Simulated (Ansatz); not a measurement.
Input for Ansatz (an electronic-structure program): R-r2SCAN/def2-TZVPP on C4H4O (SMILES c1ccoc1).

Ansatz 0.2 input:
```yaml
crystal:
  periodic: [false, false, false]
  atoms:
    - {symbol: C, position_ang: [0.39007850, 0.94102049, -0.11321421]}
    - {symbol: C, position_ang: [-0.93250188, 0.39273496, -0.16348427]}
    - {symbol: C, position_ang: [-0.79975891, -0.93578218, 0.06855788]}
    - {symbol: O, position_ang: [0.51008667, -1.25431005, 0.26009692]}
    - {symbol: C, position_ang: [1.22024029, -0.09823452, 0.14602050]}
    - {symbol: H, position_ang: [0.67682294, 1.96950219, -0.25170025]}
    - {symbol: H, position_ang: [-1.85233286, 0.92099664, -0.34794578]}
    - {symbol: H, position_ang: [-1.49724275, -1.75197205, 0.12833382]}
    - {symbol: H, position_ang: [2.28450799, -0.18395549, 0.27333540]}
basis:
  gaussian:
    orbitals: def2-TZVPP
hamiltonian:
  xc: {name: r2SCAN}
scf: {lower_state_search: off}
```

It printed:

```
WARN ansatz: RAYON_NUM_THREADS=4 ignored (pool sized by the plan → 4); use --threads N
Functional definition: r2SCAN
these checks for a lower state are left out or cut short: stability, starts, cluster_reference, orbital_swaps, neighbouring_geometries, increment
integrals: 0.11 GiB planned
1107 factors; their error is unknown
mean field: 0.97 GiB planned
mean field evaluation 1: about -6249.6591 eV, gradient 6.0e1 eV
mean field evaluation 2: about -6241.5874 eV, gradient 8.1e1 eV
mean field evaluation 4: about -6258.0212 eV, gradient 1.0e1 eV
mean field evaluation 8: about -6258.2224 eV, gradient 6.5e-1 eV
mean field evaluation 16: about -6258.2229 eV, gradient 1.4e-5 eV
mean field -6258.22287267 eV, -229.9854485948 hartree, gradient 7.8e-6 eV, S^2 0.000000; 0 other end points of the search recorded, 0 dependent functions left out
reference -6258.22288278 eV, -229.9854489664 hartree; 18, 18 occupied and 193, 193 virtual orbitals, 1107 factors
Total energy: -6258.22288278 eV, -229.9854489664 hartree
Checks for a lower state left out: stability, starts, cluster_reference, orbital_swaps, neighbouring_geometries, increment
```

Self-consistency was reached.

Cost: about 5 core-seconds (a rough figure).
